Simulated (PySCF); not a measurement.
From one molecule to another.

First species: C5H11NO2Si.
SMILES: `O[Si@@]1([C@@H]2CCN2)CCO1`

Second species: C₃H₁₄FNSi₃.
Numbering: `[CH3:1][C:2]([CH3:3])([NH:4][SiH3:5])[SiH2:6][SiH2:7][F:8]` (hydrogens: H9, H10, H11 on C1; H12, H13, H14 on C3; H15 on N4; H16, H17, H18 on Si5; H19, H20 on Si6; H21, H22 on Si7)

Levels: PBE0/pcSseg-1 for dipole moment, HOMO energy, LUMO energy and HOMO–LUMO gap; GFN2-xTB for rotational constant A and rotational constant C. Geometries: GFN2-xTB. Each species is one conformer at its optimised geometry, gas phase, non-relativistic unless stated; the electronic structure was computed with PySCF and density fitting.

Dipoles, sizes and rotational constants follow the conformer. The torsions of the flexible species, by atom-mapped SMILES:
- `[OH:1][Si@@:2]1([C@@H:3]2[CH2:4][CH2:5][NH:6]2)[CH2:7][CH2:8][O:9]1`: O1–Si2–C3–C4 90°, H–O1–Si2–C3 0°
- `[CH3:1][C:2]([CH3:3])([NH:4][SiH3:5])[SiH2:6][SiH2:7][F:8]`: C1–C2–N4–Si5 178°, C1–C2–Si6–Si7 -69°, C2–Si6–Si7–F8 178°

| property | column X | column Y |
| --- | --- | --- |
| dipole moment | 3.19 D | 3.65 D |
| HOMO energy | -7.00 eV | -6.69 eV |
| LUMO energy | -0.76 eV | 0.86 eV |
| HOMO–LUMO gap | 6.24 eV | 7.55 eV |
| rotational constant A | 1.511 GHz | 3.024 GHz |
| rotational constant C | 0.589 GHz | 0.831 GHz |

Question: Which column belongs to which species?

Answer: Column X is the second species and column Y the first. The first has 20 atoms and 78 electrons, the second 22 and 90.

Question: How does each property change from the first species to the second?

Answer: dipole moment -0.46 D; HOMO energy -0.31 eV; LUMO energy -1.62 eV; HOMO–LUMO gap -1.31 eV; rotational constant A -1.513 GHz; rotational constant C -0.242 GHz.

On the first: The dipole equals about 12.2 × 10⁻³⁰ C·m (1 D = 3.33564 × 10⁻³⁰ C·m).

On the second: The dipole matches unit charges of opposite sign 0.66 Å apart (1 e·Å = 4.8032 D).
